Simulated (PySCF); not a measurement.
# Computed properties of CHS2, SMILES S=C=[SH+], charge +1

CHS2, SMILES C(=S)=[SH+], charge +1. Coordinates come from a B3LYP-D3(BJ)/def2-TZVP optimisation. The isomer is the one that the SMILES or the coordinates give; other isomers of the formula were not compared. One conformer was computed; it need not be the lowest. All values are computed for the isolated molecule unless a solvent is named; none is compared with measurement here.

**Structure.** The optimised structure has Cs symmetry. All 6 harmonic modes at B3LYP-D3(BJ)/def2-TZVP (PySCF) are real, so it is a minimum. With heavy atoms numbered as in [S:1]=[C:2]=[SH+:3], the shortest bond between them is S1–C2 at 1.501 Å and the longest C2–S3 at 1.639 Å.

**Vibrations.** The strongest infrared lines (harmonic, unscaled, degenerate partners summed) lie at 1570 cm⁻¹ (296 km/mol, C 82 %, S 18 %), 2567 cm⁻¹ (80 km/mol, H 97 %), 939 cm⁻¹ (16 km/mol, H 84 %, C 10 %). The softest mode is at 324 cm⁻¹ and the zero-point energy is 9.1 kcal/mol.

**Electronic structure.** CAM-B3LYP/def2-TZVPD (PySCF) places the frontier levels at -15.63 and -8.13 eV, a gap of 7.50 eV and a mean polarisability of 46.0 bohr³.

**Excitations.** TDDFT-B3LYP/def2-SVPD (PySCF) has S1 at 3.39 eV (366 nm, f = 0.000, dark); the most intense of the 10 singlets computed lies at 6.98 eV (f = 0.44). T1 (TDA) is at 3.08 eV. No vertical singlet excitation falls in the visible range (under 3.1 eV).

**NMR.** GIAO shifts at KT2/pcSseg-2 (PySCF) (non-relativistic, atoms alike by connectivity averaged): ¹³C at 198.8 ppm against TMS; ¹H at 6.7 ppm against TMS.
